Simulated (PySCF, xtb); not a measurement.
C4H12Sn, SMILES [CH3][Sn]([CH3])([CH3])[CH3].

Harmonic wavenumbers (cm⁻¹) from GFN2-xTB (xtb) at its own minimum, in rising order: 61, 74, 74, 78, 123, 123, 127, 127, 127, 419, 500, 500, 501, 686, 686, 686, 763, 764, 769, 769, 769, 1273, 1273, 1273, 1292, 1458, 1458, 1458, 1461, 1461, 1466, 1466, 1466, 3039, 3040, 3040, 3041, 3042, 3043, 3043, 3046, 3047, 3049, 3050, 3050.

### Question
What does B3LYP-D3(BJ)/def2-SVP run with PySCF give at its own minimum? (Estimate from the structure and the level; the computed values follow.)

### Answer
83, 84, 84, 84, 128, 128, 134, 134, 134, 484, 514, 514, 514, 663, 663, 663, 775, 775, 777, 777, 777, 1207, 1207, 1207, 1219, 1434, 1434, 1434, 1435, 1435, 1445, 1445, 1445, 3038, 3038, 3038, 3038, 3140, 3140, 3140, 3140, 3140, 3141, 3141, 3141. Paired by order, the mean absolute difference is 34 cm⁻¹ and the zero-point energies are 88.7 and 89.4 kcal/mol.
